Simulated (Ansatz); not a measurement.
`O=C=NBCl` and `O=C=N[SiH2]Cl` differ in one atom or group.

Ansatz, PBE0-D4/def2-TZVP geometries, multiplicity 1. Each molecule was computed in one conformer, which needn't be the lowest.

```json
{"property": "HOMO energy (ωB97M-V/def2-TZVPP) / eV", "`O=C=NBCl`": "-11.35"}
{"property": "HOMO energy (PBE/def2-TZVPP) / eV", "`O=C=NBCl`": "-7.73"}
{"property": "size of the dipole moment (B3LYP/def2-TZVPP) / D", "`O=C=NBCl`": "0.72"}
{"property": "ideal-gas entropy at 298 K and 1 bar (rigid rotor, harmonic PBE0-D4/def2-TZVP) / J/(mol·K)", "`O=C=NBCl`": "315"}
{"property": "HOMO–LUMO gap (ωB97M-V/def2-TZVPP) / eV", "`O=C=NBCl`": "11.54"}
{"property": "HOMO–LUMO gap (B3LYP/def2-TZVPP) / eV", "`O=C=NBCl`": "6.79"}
```

(1) What does the change do to each property? (Estimate.)

## Answers

(1) Ansatz gave: 
```
                                                                                  property  `O=C=N[SiH2]Cl`  shift
                                                     HOMO energy (ωB97M-V/def2-TZVPP) / eV           -11.09   0.26
                                                         HOMO energy (PBE/def2-TZVPP) / eV            -7.52   0.21
                                          size of the dipole moment (B3LYP/def2-TZVPP) / D             1.72   1.00
ideal-gas entropy at 298 K and 1 bar (rigid rotor, harmonic PBE0-D4/def2-TZVP) / J/(mol·K)              345     30
                                                   HOMO–LUMO gap (ωB97M-V/def2-TZVPP) / eV            12.74   1.20
                                                     HOMO–LUMO gap (B3LYP/def2-TZVPP) / eV             8.11   1.32
```

With PBE0 the HOMO rises by 0.24 eV and the LUMO rises by 1.56 eV, so the gap widens by about 1.32 eV. PBE moves the HOMO by 0.21 eV and ωB97M-V by 0.26 eV. The zero-point energy changes by 13.3 kJ/mol with +3 modes. Dipoles are sizes alone; their direction can turn. Modes under 60 cm⁻¹, often nearly free rotors, make the harmonic entropy too high.

B3LYP here is the variant with VWN-RPA as its local correlation; programs differ in this.
